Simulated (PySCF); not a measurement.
**Ti³⁺ (titanium, charge +3) across methods**

[Ar] 3d1, 2D determinant. Calculation: PySCF 2.14, in def2-QZVPPD (11s6p5d3f2g, 93 functions); no relativity, point nucleus.

```
   method  E (hartree)  mean ε 3p α (eV)  mean ε 3p β (eV)  mean ε 3d α (eV)  Σ⟨r²⟩ (bohr²)   ⟨S²⟩
      LDA     -845.493           -71.416           -70.427           -35.679          13.02  0.750
CAM-B3LYP     -847.612           -75.829           -74.547           -39.626          13.01  0.751
      M06     -847.549           -74.327           -73.157           -37.167          12.98  0.750
BHandHLYP     -847.598           -77.266           -75.610           -40.225          12.98  0.751
  wB97M-V     -847.549           -76.796           -75.568           -40.320          13.00  0.750
      PBE     -847.333           -71.373           -70.372           -35.792          13.00  0.750
   r2SCAN     -847.545           -72.357           -71.159           -36.129          12.95  0.751
     PBE0     -847.388           -74.401           -73.078           -37.982          12.97  0.751
      UHF   -846.75381           -82.244           -79.790           -43.724          12.97  0.752
```
